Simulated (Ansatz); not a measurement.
Relaxation of AsFH6OSi2 (11 atoms, charge 0, multiplicity 1), to a largest force component of 0.015 eV/Å in at most 40 steps.

The calculation used RKS PBE0-D4/def2-SVP in Ansatz 0.2.0.

```xyz
11
Properties=species:S:1:pos:R:3
F -2.560 0.480 0.516
Si -1.002 0.570 0.008
Si 0.267 -0.063 1.702
O -0.713 -0.488 -1.323
As 0.776 0.025 -2.154
H -0.668 1.971 -0.376
H 1.736 -0.009 1.306
H -0.008 -1.423 2.097
H 0.090 0.855 2.898
H 1.617 -1.033 -1.337
H 0.532 -0.941 -3.316
```

Question: Where does it end, and by what steps?

Answer: It converged. The force dipped under the threshold on the way, but the program's further checks kept it going. After 23 steps the energy has fallen by 0.566 eV; H10 moved furthest, 1.64 Å. Parted: Si2–As5.

```json
{"step": "0", "energy less start (eV)": "0.0000", "largest force component (eV/Å)": "1.735", "accepted": "yes"}
{"step": "1", "energy less start (eV)": "-0.3035", "largest force component (eV/Å)": "1.145", "accepted": "yes"}
{"step": "2", "energy less start (eV)": "-0.3890", "largest force component (eV/Å)": "0.609", "accepted": "yes"}
{"step": "3", "energy less start (eV)": "-0.4217", "largest force component (eV/Å)": "0.679", "accepted": "yes"}
{"step": "4", "energy less start (eV)": "-0.4656", "largest force component (eV/Å)": "0.334", "accepted": "yes"}
{"step": "5", "energy less start (eV)": "-0.4826", "largest force component (eV/Å)": "0.124", "accepted": "yes"}
{"step": "6", "energy less start (eV)": "-0.4808", "largest force component (eV/Å)": "0.385", "accepted": "no"}
{"step": "7", "energy less start (eV)": "-0.4893", "largest force component (eV/Å)": "0.056", "accepted": "yes"}
{"step": "8", "energy less start (eV)": "-0.4959", "largest force component (eV/Å)": "0.092", "accepted": "yes"}
{"step": "9", "energy less start (eV)": "-0.5050", "largest force component (eV/Å)": "0.188", "accepted": "yes"}
{"step": "10", "energy less start (eV)": "-0.5091", "largest force component (eV/Å)": "0.481", "accepted": "yes"}
{"step": "11", "energy less start (eV)": "-0.5103", "largest force component (eV/Å)": "0.399", "accepted": "yes"}
{"step": "12", "energy less start (eV)": "-0.5323", "largest force component (eV/Å)": "0.244", "accepted": "yes"}
{"step": "13", "energy less start (eV)": "-0.5433", "largest force component (eV/Å)": "0.139", "accepted": "yes"}
{"step": "14", "energy less start (eV)": "-0.5555", "largest force component (eV/Å)": "0.157", "accepted": "yes"}
{"step": "15", "energy less start (eV)": "-0.5594", "largest force component (eV/Å)": "0.189", "accepted": "yes"}
{"step": "16", "energy less start (eV)": "-0.5613", "largest force component (eV/Å)": "0.247", "accepted": "yes"}
{"step": "17", "energy less start (eV)": "-0.5642", "largest force component (eV/Å)": "0.094", "accepted": "yes"}
{"step": "18", "energy less start (eV)": "-0.5622", "largest force component (eV/Å)": "0.174", "accepted": "no"}
{"step": "19", "energy less start (eV)": "-0.5653", "largest force component (eV/Å)": "0.034", "accepted": "yes"}
{"step": "20", "energy less start (eV)": "-0.5658", "largest force component (eV/Å)": "0.004", "accepted": "yes"}
{"step": "21", "energy less start (eV)": "-0.5660", "largest force component (eV/Å)": "0.029", "accepted": "yes"}
{"step": "22", "energy less start (eV)": "-0.5661", "largest force component (eV/Å)": "0.021", "accepted": "yes"}
{"step": "23", "energy less start (eV)": "-0.5661", "largest force component (eV/Å)": "0.007", "accepted": "yes"}
```

```xyz
11
Properties=species:S:1:pos:R:3
F -2.164 0.340 -0.075
Si -0.568 0.638 0.069
Si 0.140 -0.030 2.193
O 0.262 -0.297 -1.009
As 0.347 -0.119 -2.811
H -0.400 2.089 -0.239
H 1.608 0.225 2.327
H -0.126 -1.489 2.374
H -0.582 0.738 3.253
H 1.776 -0.651 -2.928
H -0.226 -1.500 -3.134
```

Whether the end is a true minimum wasn't checked by a vibrational analysis.

Run time: 100 s on 2 threads of Arm Neoverse V1 (shared host), peak memory 0.34 GiB.
